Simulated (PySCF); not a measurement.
Compound: C₅H₁₂OSSi.
SMILES with atom numbers: `[CH3:1][CH:2]([CH3:3])[C@@H:4]1[CH2:5][O:6][SiH2:7][S:8]1`

Cartesian coordinates in Å at the GFN2-xTB level; atoms count from 1:
```xyz
20
C5H12OSSi angstrom
C     -1.6478    1.3922    0.2514
C     -1.1173    0.0489   -0.2509
C     -2.0379   -1.0779    0.2126
C      0.3107   -0.2028    0.2337
C      1.2795    0.9280   -0.1051
O      2.6103    0.5158    0.0247
Si     2.9888   -1.0101   -0.3884
S      0.9828   -1.7416   -0.5289
H     -1.5776    1.4466    1.3357
H     -2.6932    1.4971   -0.0288
H     -1.0964    2.2253   -0.1764
H     -1.1008    0.0602   -1.3462
H     -3.0315   -0.9528   -0.2101
H     -1.6441   -2.0399   -0.1037
H     -2.1203   -1.0753    1.2974
H      0.3166   -0.3760    1.3136
H      1.1050    1.2659   -1.1339
H      1.1363    1.7708    0.5767
H      3.6057   -1.0876   -1.7013
H      3.7260   -1.5762    0.7247
```

Definitions: NICS(0) = −σiso at the ring centroid; NICS(1) = −σiso and NICS(1)zz = −σzz at ±1 Å along the ring normal z. Level: GIAO PBE0/pcSseg-1 (PySCF, non-relativistic, gas phase) on the GFN2-xTB geometry, one conformer.

Ring bond lengths (Å), with Mayer bond orders in brackets: C4–C5 1.527 (0.98), C5–O6 1.399 (0.88), O6–Si7 1.625 (0.99), Si7–S8 2.140 (0.95), S8–C4 1.844 (1.01).

**Question.** What do the NICS probes read (ppm)?

**Answer.** 
```tsv
ring	type	NICS(0)	NICS(1), two faces	NICS(1)zz, two faces	rms pucker (Å)	centre to ring atoms, mean (Å)
C4–C5–O6–Si7–S8	5-membered ring with O, S and Si; formal bonds all single	-8.2	-3.7 / -4.0	-2.8 / -3.8	0.17	1.42
```

**Question.** What do they say, and how far can they be read as aromaticity?

**Answer.** 
- C4–C5–O6–Si7–S8: mean NICS(1)zz -3.3 ppm, shielded. C4, C5, Si7 have four or more neighbours, and the NICS criterion for π rings isn't applied.

**Question.** At the first NICS(1) probe listed for ring C4–C5–O6–Si7–S8, 1 Å off the ring, what do the in-plane components average?

**Answer.** The isotropic value is a third of the trace: (3 × -3.7 − (-2.8))/2 = -4.2 ppm.

**Question.** List the ring angles and the Hirshfeld charges of the ring atoms.

**Answer.** 
- C4–C5–O6–Si7–S8: C4 107.2° (-0.025 e), C5 111.4° (+0.003 e), O6 118.3° (-0.235 e), Si7 96.9° (+0.384 e), S8 91.7° (-0.107 e); sum 525.4° against 540° for a flat convex ring.

**Question.** What are the shieldings of the ring atoms and their hydrogens in the same run (means over atoms taken as equivalent)?

**Answer.** 
| atoms | environment | σ isotropic (ppm) | principal values of the symmetric part, first atom (ppm) |
| --- | --- | --- | --- |
| C4 | sp3 carbon bound to sulfur | 124.5 | 84.9, 134.9, 153.6 |
| C5 | sp3 carbon bound to oxygen | 112.0 | 76.7, 109.8, 149.6 |
| O6 | silyl ether oxygen | 292.1 | 236.8, 258.3, 381.2 |
| Si7 | oxygen-bound silicon | 342.5 | 293.1, 333.8, 400.7 |
| S8 | sulfur bonded to C and Si | 629.2 | 477.3, 521.9, 888.6 |
| H16 | methine hydrogen | 28.63 | 25.4, 27.1, 33.5 |
| H17 | methylene hydrogen | 28.27 | 22.2, 29.3, 33.3 |
| H18 | methylene hydrogen | 27.26 | 21.0, 29.2, 31.5 |
| H19 | Si–H hydrogen | 26.07 | 22.4, 23.0, 32.9 |
| H20 | Si–H hydrogen | 26.23 | 22.4, 23.1, 33.1 |
